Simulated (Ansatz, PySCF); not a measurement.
Molecule: sum formula BaOH, charge 0, multiplicity 2. It need not be the lowest isomer of its formula. 
Structure (B3LYP-D3(BJ)/def2-TZVP (Ansatz, a first-principles code) minimum search):
```xyz
3

Ba     0.0000     0.0000    -0.3193
O      0.0000     0.0000     1.8802
H      0.0000     0.0000     2.8389
```
Charge 0, spin multiplicity 2.

Wanted: vertical ionisation energy (to the singlet state of charge +1; each state is the SCF solution reached for its spin), in eV. Correlated levels leave the core frozen unless marked. Open shells are spin-unrestricted. No spin-orbit coupling. Frozen are the shells of the preceding noble gas and the d and f shells that filled before the atom's block. The outer core of K, Ca and their heavier congeners is not correlated, a term that matters for these elements. In def2 rows, elements after Kr have scalar-relativistic effective core potentials. CBS marks a two-point X^-3 extrapolation of the correlation energy; Hartree-Fock from the larger set.

| level | program | vertical ionisation energy (eV) |
|---|---|---|
| SVWN5/def2-TZVPD | Ansatz | 4.74 |
| PBE/def2-TZVPD | Ansatz | 4.61 |
| r2SCAN/def2-TZVPD | Ansatz | 4.45 |
| PBE0/def2-TZVPD | Ansatz | 4.55 |
| BHLYP/def2-TZVPD | Ansatz | 4.50 |
| CAM-B3LYP/def2-TZVPD | Ansatz | 4.59 |
| wB97M-V/def2-TZVPD | Ansatz | 4.41 |
| wB97X-V/def2-TZVPD | Ansatz | 4.36 |
| CCSD/def2-SVPD | Ansatz | 4.19 |
| CCSD/def2-QZVPPD | Ansatz | 4.20 |
| CCSD/CBS(def2-TZVPPD,def2-QZVPPD) | Ansatz | 4.21 |
| CCSD(T)/def2-SVPD | Ansatz | 4.19 |
| CCSD(T)/def2-TZVPPD | Ansatz | 4.20 |
| CCSD(T)/CBS(def2-TZVPPD,def2-QZVPPD) | Ansatz | 4.21 |

For comparison, minus the highest occupied orbital energy (PySCF): 2.54 eV at M06-L/def2-TZVPD, 2.86 eV at TPSSh/def2-TZVPD, 3.86 eV at M06-2X/def2-TZVPD.
